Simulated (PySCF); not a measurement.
H4MgO2Si (SMILES [OH][Mg][O][SiH3]), singlet, geometry from GFN2-xTB (such geometries of metal compounds can be far from the true shape), atoms displaced at random by about 0.03 Å a coordinate; DF-HF/6-31G, gradient (PySCF).

The PySCF input:
```python
from pyscf import gto, scf

mol = gto.M(
    atom='''
Mg    1.195739   -0.195875    0.817829
O     1.088183    1.002693    1.964035
H     0.318991    1.607501    1.929998
O     0.000050   -0.526091   -0.499117
Si   -1.306361   -0.085767   -1.362383
H    -2.433614   -0.237468   -0.517140
H    -1.345384   -1.181158   -2.367056
H    -1.145611    1.190143   -1.873628
''',
    basis='6-31g',
    charge=0,
    spin=0,
    verbose=4,
)

mf = scf.RHF(mol)
mf = mf.density_fit(auxbasis='def2-universal-jkfit')
mf.kernel()
g = mf.nuc_grad_method()
grad = g.kernel()
```

### Question
Write the output that PySCF gives for this input, abridged.

### Answer

```
PySCF version 2.14.0

[INPUT] verbose = 4
[INPUT] num. atoms = 8
[INPUT] num. electrons = 46
[INPUT] charge = 0
[INPUT] spin (= nelec alpha-beta = 2S) = 0
[INPUT] symmetry False subgroup None
[INPUT] Mole.unit = angstrom
[INPUT] Symbol           X                Y                Z      unit          X                Y                Z       unit  Magmom
[INPUT]  1 Mg     1.195739000000  -0.195875000000   0.817829000000 AA    2.259619226461  -0.370150104649   1.545472826727 Bohr   0.0
[INPUT]  2 O      1.088183000000   1.002693000000   1.964035000000 AA    2.056367843408   1.894815157019   3.711488249060 Bohr   0.0
[INPUT]  3 H      0.318991000000   1.607501000000   1.929998000000 AA    0.602805626201   3.037736634964   3.647167640958 Bohr   0.0
[INPUT]  4 O      0.000050000000  -0.526091000000  -0.499117000000 AA    0.000094486306  -0.994167906599  -0.943194434115 Bohr   0.0
[INPUT]  5 Si    -1.306361000000  -0.085767000000  -1.362383000000 AA   -2.468664509813  -0.162076140526  -2.574530746763 Bohr   0.0
[INPUT]  6 H     -2.433614000000  -0.237468000000  -0.517140000000 AA   -4.598863952907  -0.448749483348  -0.977252968058 Bohr   0.0
[INPUT]  7 H     -1.345384000000  -1.181158000000  -2.367056000000 AA   -2.542407292372  -2.232065129839  -4.473087561508 Bohr   0.0
[INPUT]  8 H     -1.145611000000   1.190143000000  -1.873628000000 AA   -2.164891035289   2.249044319068  -3.540643779317 Bohr   0.0

nuclear repulsion = 186.284421206764
number of shells = 32
number of NR pGTOs = 152
number of NR cGTOs = 52
basis = 6-31g
ecp = {}

******** <class 'pyscf.df.df_jk.DFRHF'> ********
method = DFRHF
initial guess = minao
damping factor = 0
level_shift factor = 0
DIIS = <class 'pyscf.scf.diis.CDIIS'>
diis_start_cycle = 1
diis_space = 8
diis_damp = 0
SCF conv_tol = 1e-09
SCF conv_tol_grad = None
SCF max_cycles = 50
direct_scf = False
Set gradient conv threshold to 3.16228e-05
Initial guess from minao.
******** <class 'pyscf.df.df.DF'> ********
auxbasis = def2-universal-jkfit
init E= -640.568017395086
  HOMO = -0.362957568481241  LUMO = -0.113248065963444  gap/eV = 6.79494
cycle= 1 E= -640.369130704194  delta_E= 0.199  |g|= 0.867  |ddm|= 2.47
  HOMO = -0.273199181163394  LUMO = 0.0232867195994113  gap/eV = 8.06779
cycle= 2 E= -640.45619939643  delta_E= -0.0871  |g|= 0.61  |ddm|= 1.07
  HOMO = -0.398256426510185  LUMO = 0.00889217266364173  gap/eV = 11.07908
cycle= 3 E= -640.526611099689  delta_E= -0.0704  |g|= 0.0421  |ddm|= 0.424
  HOMO = -0.390374639561829  LUMO = 0.00842542088460996  gap/eV = 10.85190
cycle= 4 E= -640.527492735763  delta_E= -0.000882  |g|= 0.0177  |ddm|= 0.0833
  HOMO = -0.392819337948392  LUMO = 0.00830105188044805  gap/eV = 10.91504
cycle= 5 E= -640.527600040814  delta_E= -0.000107  |g|= 0.00523  |ddm|= 0.0198
  HOMO = -0.392956818098799  LUMO = 0.00823606084153283  gap/eV = 10.91701
cycle= 6 E= -640.527624446904  delta_E= -2.44e-05  |g|= 0.00117  |ddm|= 0.0136
  HOMO = -0.392953181248651  LUMO = 0.00819436639163618  gap/eV = 10.91578
cycle= 7 E= -640.527626002863  delta_E= -1.56e-06  |g|= 0.000196  |ddm|= 0.0039
  HOMO = -0.392994627055605  LUMO = 0.00820225271826036  gap/eV = 10.91712
cycle= 8 E= -640.527626040659  delta_E= -3.78e-08  |g|= 3.73e-05  |ddm|= 0.000675
  HOMO = -0.392990917611012  LUMO = 0.00820691336673796  gap/eV = 10.91715
cycle= 9 E= -640.527626041977  delta_E= -1.32e-09  |g|= 8.82e-06  |ddm|= 0.000101
  HOMO = -0.392990670940082  LUMO = 0.00820787685101454  gap/eV = 10.91717
cycle= 10 E= -640.527626042059  delta_E= -8.19e-11  |g|= 1.75e-06  |ddm|= 2.64e-05
  HOMO = -0.392990615078213  LUMO = 0.0082077735863475  gap/eV = 10.91716
Extra cycle  E= -640.527626042059  delta_E= -6.82e-13  |g|= 8.09e-07  |ddm|= 3.56e-06
converged SCF energy = -640.527626042059

******** <class 'pyscf.df.grad.rhf.Gradients'> for <class 'pyscf.df.df_jk.DFRHF'> ********
unit = Eh/Bohr
--------------- DFRHF gradients ---------------
         x                y                z
0 Mg     0.0081491816     0.0629624588     0.0682916753
1 O     0.0318390995    -0.0770517596    -0.0509004776
2 H    -0.0297424826     0.0104871693    -0.0151398490
3 O    -0.0480218882     0.0003478971    -0.0336363043
4 Si    -0.0109808775     0.0606276427     0.0081978511
5 H     0.0345668140    -0.0050451432    -0.0149140066
6 H     0.0120275703    -0.0053671926     0.0152653374
7 H     0.0021625830    -0.0469610725     0.0228357735
----------------------------------------------
```
